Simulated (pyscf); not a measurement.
`[OH][Al][OH]` [doublet] -> `[O][AlH][OH]` [doublet] (hydrogen shift; doublet surface; H–O broken, Al–H formed). PySCF, gas phase, ωB97X-D3(BJ)/def2-SVP geometries. MP2 and CC: frozen core, UHF for open shells. ΔMP2 is the change of the MP2 total energy from the triple- to the quadruple-zeta basis. Energies in kcal/mol from the reactant's lowest minimum found.

```tsv
level	barrier	reaction energy
M06-2X/def2-TZVP	60.8	+39.9
ωB97M-D3(BJ)/def2-TZVP	54.0	+33.8
HF/def2-TZVP	64.8	+20.3
MP2/def2-QZVPP	___	+46.6
CCSD/def2-TZVPP	59.0	+35.5
CCSD(T)/def2-TZVPP	57.4	+37.4
CCSD(T)/def2-TZVPP + ΔMP2(QZVPP)	___	___
```

Problem. Fill in the missing entries.

Solution. 
- MP2/def2-QZVPP, barrier: 69.4
- CCSD(T)/def2-TZVPP + ΔMP2(QZVPP), barrier: 57.9
- CCSD(T)/def2-TZVPP + ΔMP2(QZVPP), reaction energy: +38.5

One saddle was located; it need not be the lowest between these sides. The CCSD(T) − MP2 part came from Ansatz, without density fitting, on the same reference.
